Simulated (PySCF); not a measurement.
Species: cyclooctasulfur, S8.
Structure used (PBE0-D3(BJ)/def2-SVP), in Å, numbered top down from 1:
```
atom  x, y, z in Å
S1     0.0336    2.2481   -1.0162
S2     1.7067    1.6902    0.0675
S3     2.3479   -0.1375   -0.6640
S4     1.6372   -1.6084    0.6059
S5    -0.0598   -2.4206   -0.2582
S6    -1.7035   -1.5377    0.6364
S7    -2.3740   -0.0349   -0.6194
S8    -1.6396    1.7620    0.1009
```

Computed with PySCF at PBE0/pcSseg-1 and PBE0/def2-SVPD, non-relativistic, on one gas-phase PBE0-D3(BJ)/def2-SVP geometry that isn't relaxed in the solvent. The solvent is an IEF-PCM continuum (van der Waals radii × 1.2). Only the electrostatic response of the medium enters.

Gas phase at PBE0/pcSseg-1: HOMO -7.90 eV, LUMO -2.46 eV, dipole 0.00 D.

Question: What does the continuum do to the energy, the frontier levels and the dipole at PBE0/pcSseg-1 in benzene and chloroform?

Answer: 
| solvent | ε | E(solvent) − E(gas) (kcal/mol) | polarisation term (kcal/mol) | distortion of the solute (kcal/mol) | HOMO (eV) | LUMO (eV) | dipole (D) |
| --- | --- | --- | --- | --- | --- | --- | --- |
| benzene | 2.271 | -1.06 | -1.07 | 0.01 | -7.79 | -2.34 | 0.00 |
| chloroform | 4.711 | -1.80 | -1.83 | 0.03 | -7.75 | -2.29 | 0.00 |

The first energy column is the sum of the next two and covers electrostatics alone. From benzene to chloroform the lowering changes by a factor 1.70, Onsager's factor (ε − 1)/(2ε + 1) by 1.55 and ε itself by 2.1. Charge and dipole vanish, so a point-dipole model would give no lowering at all.

Gas phase at PBE0/def2-SVPD: HOMO -7.76 eV, LUMO -2.41 eV, dipole 0.00 D.

Question: What does the continuum do to the energy, the frontier levels and the dipole at PBE0/def2-SVPD in benzene and chloroform?

Answer: 
```tsv
solvent	ε	E(solvent) − E(gas) (kcal/mol)	polarisation term (kcal/mol)	distortion of the solute (kcal/mol)	HOMO (eV)	LUMO (eV)	dipole (D)
benzene	2.271	-0.75	-0.77	0.02	-7.70	-2.34	0.00
chloroform	4.711	-1.27	-1.30	0.03	-7.68	-2.31	0.01
```

Question: How does the static polarisability (PBE0/def2-SVPD, frozen core, with the continuum's full static response) change?

Answer: 
| medium | isotropic (au) | principal values (au) | ⟨r²⟩ of the electrons (bohr²) |
| --- | --- | --- | --- |
| gas | 170.1 | 113.5, 198.4, 198.5 | 2900.8 |
| benzene | 208.2 | 134.5, 245.0, 245.1 | 2900.7 |
| chloroform | 236.6 | 152.8, 278.5, 278.5 | 2900.6 |

The isotropic value in chloroform is 1.39 times the gas-phase one; no cavity-field correction is applied. ⟨r²⟩ is taken about the centre of nuclear charge.

Hardware: an x86-64 server with one thread (shared host). Cost: 85 s wall, 56 s CPU. This is the whole shielding run at PBE0/pcSseg-1 in chloroform, SCF included.
